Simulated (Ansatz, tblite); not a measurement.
Removing and adding an electron: InCl2H (InHCl₂). The state is a singlet with charge 0. Geometry: r2SCAN-D4/def2-TZVP. Ansatz, gas phase; energy differences of separate SCF runs; the oxidised species was run as a doublet alone; the reduced species was run as a doublet alone.

```xyz
4

In   -0.1150    0.1339    0.1483
Cl    2.1352   -0.3876    0.3316
Cl   -1.0617   -0.8627   -1.7169
H    -0.9586    1.1164    1.2370
```

In the def2 sets In takes a core potential; there is no spin–orbit coupling. The xTB rows come from tblite. Correlated methods freeze 14 core orbitals; core or outer-core shells of In are correlated, in sets that lack core-valence functions. In CCSD on the charge 1 doublet the largest single amplitude is 0.19, so its Hartree–Fock determinant may place the open shell otherwise than the density functionals do. HOMO above LUMO, or a gap near zero within one spin, warns that the state may not be the lowest or that an electron is smeared out.

```json
{"level": "GFN2-xTB", "−HOMO (eV)": "11.85", "vertical IE (eV)": "14.84", "−LUMO (eV)": "8.27", "vertical EA (eV)": "5.56", "HOMO–LUMO gap (eV)": "3.58", "IE − EA (eV)": "9.27", "remarks": "–"}
{"level": "PBE-D4/def2-TZVP", "−HOMO (eV)": "7.53", "vertical IE (eV)": "10.52", "−LUMO (eV)": "2.69", "vertical EA (eV)": "–", "HOMO–LUMO gap (eV)": "4.84", "IE − EA (eV)": "–", "remarks": "gap within one spin near zero (+1 doublet)"}
{"level": "r2SCAN-D4/def2-TZVP", "−HOMO (eV)": "7.88", "vertical IE (eV)": "10.76", "−LUMO (eV)": "2.44", "vertical EA (eV)": "–", "HOMO–LUMO gap (eV)": "5.44", "IE − EA (eV)": "–", "remarks": "–"}
{"level": "PBE0-D4/def2-TZVP", "−HOMO (eV)": "8.92", "vertical IE (eV)": "10.99", "−LUMO (eV)": "1.96", "vertical EA (eV)": "–", "HOMO–LUMO gap (eV)": "6.96", "IE − EA (eV)": "–", "remarks": "–"}
{"level": "PBE0-D4/def2-TZVPD", "−HOMO (eV)": "8.96", "vertical IE (eV)": "–", "−LUMO (eV)": "2.01", "vertical EA (eV)": "0.49", "HOMO–LUMO gap (eV)": "6.95", "IE − EA (eV)": "–", "remarks": "HOMO above zero (-1 doublet)"}
{"level": "CCSD(T)/def2-TZVPP", "−HOMO (eV)": "–", "vertical IE (eV)": "11.30", "−LUMO (eV)": "–", "vertical EA (eV)": "–", "HOMO–LUMO gap (eV)": "–", "IE − EA (eV)": "–", "remarks": "–"}
```

Problem. Estimate the rows for GFN1-xTB, HF/def2-TZVPP, PBE-D4/def2-TZVPD, r2SCAN-D4/def2-TZVPD, MP2/def2-TZVPP, CCSD/def2-TZVPP.

Solution. 
| level | −HOMO (eV) | vertical IE (eV) | −LUMO (eV) | vertical EA (eV) | HOMO–LUMO gap (eV) | IE − EA (eV) | remarks |
| --- | --- | --- | --- | --- | --- | --- | --- |
| GFN1-xTB | 12.35 | 14.77 | 6.63 | 4.17 | 5.73 | 10.59 | – |
| HF/def2-TZVPP | – | 10.43 | – | – | – | – | – |
| PBE-D4/def2-TZVPD | 7.58 | – | 2.77 | 0.49 | 4.81 | – | HOMO above zero (-1 doublet), gap within one spin near zero (-1 doublet) |
| r2SCAN-D4/def2-TZVPD | 7.91 | – | 2.49 | 0.55 | 5.42 | – | HOMO above zero (-1 doublet) |
| MP2/def2-TZVPP | – | 11.53 | – | – | – | – | – |
| CCSD/def2-TZVPP | – | 11.28 | – | – | – | – | – |

   A HOMO above zero means that the electron is unbound at that level or that self-interaction error raises the level; the energy of removing that electron tells which. Raw xTB energy differences between charge states are shifted by several eV; the methods need an empirical correction for them.
